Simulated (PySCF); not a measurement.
This PySCF input asks for the NMR shieldings of SMILES CCS[Si]([SiH3])([SiH3])[SiH3], C₂H₁₄SSi₄; the geometry comes from GFN2-xTB.

```python
import basis_set_exchange as bse
import numpy as np
from pyscf import gto, dft
from pyscf.prop import nmr

atoms = """
C     2.456634   -1.131271   -0.221866
C     2.063259    0.047176   -1.089309
S     0.367420   -0.078496   -1.747864
Si   -0.898374    0.225968    0.031729
Si    0.081203    1.947901    1.292345
Si   -2.946951    0.825078   -0.930347
Si   -1.011851   -1.796671    1.228273
H     2.308179   -2.063558   -0.762461
H     1.860557   -1.160860    0.688724
H     3.507486   -1.050243    0.051197
H     2.142804    0.988217   -0.543114
H     2.694501    0.099931   -1.976620
H    -0.949571    2.509554    2.165106
H     0.651735    3.051867    0.515934
H     1.162678    1.468496    2.161591
H    -3.972887   -0.123970   -0.488477
H    -3.367219    2.143024   -0.443641
H    -2.987483    0.867006   -2.389099
H    -0.161957   -1.762193    2.426930
H    -0.622795   -2.999296    0.489834
H    -2.386290   -1.990715    1.695369
"""
names = dict.fromkeys(["C", "S", "Si", "H"], "pcSseg-1")
basis = {el: gto.basis.parse(bse.get_basis(n, elements=[el], fmt="nwchem")) for el, n in names.items()}
mol = gto.M(atom=atoms, basis=basis, charge=0, verbose=0)
mf = dft.RKS(mol, xc="PBE0")
mf.grids.level = 2
mf.grids.alignment = dft.numint.BLKSIZE   # the property module wants whole blocks of grid points
mf.conv_tol = 1e-9
mf.kernel()

calc = nmr.RKS(mf)   # GIAO
C = mf.mo_coeff
Co = C[:, mf.mo_occ > 0]
resp = mf.gen_response(singlet=True, hermi=2)
def vind(x):   # induced exchange potential for any number of trial vectors
    d = np.einsum("pi,xij,qj->xpq", C, 2 * x.reshape(-1, C.shape[1], Co.shape[1]), Co, optimize=True)
    return np.einsum("xpq,pi,qj->xij", resp(d - d.transpose(0, 2, 1)), C, Co, optimize=True).ravel()
mo1, _ = nmr.rhf.solve_mo1(calc, with_cphf=vind)
sigma = calc.kernel(mo1)
for i, s in enumerate(sigma):   # ppm
    w = np.linalg.eigvalsh((s + s.T) / 2)
    print("%2d %-2s iso %8.1f  s11 %8.1f  s22 %8.1f  s33 %8.1f" % (i, mol.atom_pure_symbol(i), w.mean(), *w))
```

Q: Give the expected output.

A: 
```
 0 C  iso    165.3  s11    149.4  s22    162.9  s33    183.6
 1 C  iso    153.8  s11    138.2  s22    150.3  s33    172.8
 2 S  iso    627.1  s11    496.7  s22    532.4  s33    852.2
 3 Si iso    415.5  s11    353.6  s22    402.7  s33    490.2
 4 Si iso    455.4  s11    420.0  s22    465.4  s33    480.7
 5 Si iso    451.1  s11    418.0  s22    453.3  s33    482.2
 6 Si iso    442.8  s11    407.9  s22    438.4  s33    482.3
 7 H  iso     30.5  s11     27.1  s22     28.3  s33     36.2
 8 H  iso     30.6  s11     25.8  s22     31.5  s33     34.4
 9 H  iso     30.3  s11     25.5  s22     26.8  s33     38.6
10 H  iso     29.4  s11     24.4  s22     29.1  s33     34.7
11 H  iso     29.1  s11     22.5  s22     27.4  s33     37.4
12 H  iso     28.2  s11     24.6  s22     25.8  s33     34.2
13 H  iso     27.9  s11     24.5  s22     25.7  s33     33.6
14 H  iso     27.9  s11     24.2  s22     26.6  s33     32.9
15 H  iso     28.0  s11     23.8  s22     26.3  s33     33.9
16 H  iso     28.0  s11     23.8  s22     26.4  s33     33.7
17 H  iso     28.0  s11     23.9  s22     26.6  s33     33.6
18 H  iso     27.9  s11     24.6  s22     26.3  s33     32.8
19 H  iso     28.0  s11     24.4  s22     26.5  s33     33.0
20 H  iso     28.0  s11     23.8  s22     26.0  s33     34.2
```

These numbers come from an equivalent density-fitted implementation of the same equations, which agrees with the script to about 0.01 ppm for H and up to a few tenths of a ppm for heavy atoms, so last digits may differ.

Q: Turn these shieldings into chemical shifts. References, each an isolated molecule treated in the same way: 13C (σ = 186.93 ppm) and 29Si (σ = 349.16 ppm) and 1H (σ = 31.72 ppm) against TMS; 33S (σ = 503.73 ppm) vs CS2.

A: Averaging equivalent atoms: C 1: 33.2; C 0: 21.6; S 2: -123; Si 3: -66.3; Si 4/5/6: -100.6; H 12/13/14/15/16/17/18/19/20: 3.73; H 10/11: 2.49; H 7/8/9: 1.26 ppm. 

Size and cost of the density-fitted run: 224 basis functions, 46 s wall time on 1 thread of an Arm Neoverse V2, shared host; peak memory 1.1 GiB.
